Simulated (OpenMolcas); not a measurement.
Computed levels of 3d7 in ions with 25 electrons, in cm-1 above 4F 9/2.

```json
{
  "Program": "OpenMolcas",
  "Method": "SS-CASPT2, IPEA 0.25 Eh, imaginary shift 0.1 Eh",
  "Basis": "ANO-R2",
  "Scalar Hamiltonian": "X2C, finite nucleus",
  "Spin-orbit coupling": "RASSI with atomic mean-field integrals over the reference wave functions, term energies averaged over their components"
}
```

Active space for each ion: 7 electrons in 5 orbitals (3d); closed shells correlated by CASPT2: 3s 3p.

```json
{"Level": "4F 7/2", "Co2+": "833", "Cu4+": "1554"}
{"Level": "4F 5/2", "Co2+": "1443", "Cu4+": "2660"}
{"Level": "4F 3/2", "Co2+": "1860", "Cu4+": "3410"}
{"Level": "4P 5/2", "Co2+": "15610", "Cu4+": "20810"}
{"Level": "4P 3/2", "Co2+": "15910", "Cu4+": "21270"}
{"Level": "4P 1/2", "Co2+": "16290", "Cu4+": "22040"}
{"Level": "2G 9/2", "Co2+": "16500", "Cu4+": "22320"}
{"Level": "2G 7/2", "Co2+": "17290", "Cu4+": "23830"}
{"Level": "2P 3/2", "Co2+": "21570", "Cu4+": "29150"}
```

Problem. Estimate 4F 3/2, 4P 5/2, 4P 3/2 for Ni3+ from its neighbours Co2+ and Cu4+.

Solution. 4F 3/2 is fine structure, which grows about as the fourth power of a screened charge, so the fourth roots are averaged: ((1860^0.25 + 3410^0.25) / 2)^4 = 2548. The calculation gives 2560, so the estimate is off by -0.5 %; the measured value is 2621 (Corliss and Sugar, J. Phys. Chem. Ref. Data 10, 197 (1981)).
4P 5/2 is another term, which grows about linearly with the charge: (15610 + 20810) / 2 = 18210. The calculation gives 18220, so the estimate is off by -0.1 %; the measured value is 18119 (Corliss and Sugar, J. Phys. Chem. Ref. Data 10, 197 (1981)).
4P 3/2 is another term, which grows about linearly with the charge: (15910 + 21270) / 2 = 18590. The calculation gives 18590, so the estimate is off by 0 %; the measured value is 18367 (Corliss and Sugar, J. Phys. Chem. Ref. Data 10, 197 (1981)).

Mixed levels, with the weight of the term that names them: Ni3+ 2P 3/2 (74 %), Cu4+ 2P 3/2 (69 %).

CASPT2 breaks the degeneracy within a term, and the mean is taken; among the terms shown or strongly mixed into the levels shown the widest spread is 1100 cm-1 (3d7 2P, Ni3+). Some levels mix across a computed gap that differs much from the measured one, so their mixing is not that of the real levels (holds for Cu4+). Computed and measured levels are paired by configuration, term and J; levels that our copy of the source lacks, or whose pairing is in doubt (as where it misses far off the trend of its configuration), stay unpaired and out of the deviations. Only configurations of the active space appear.
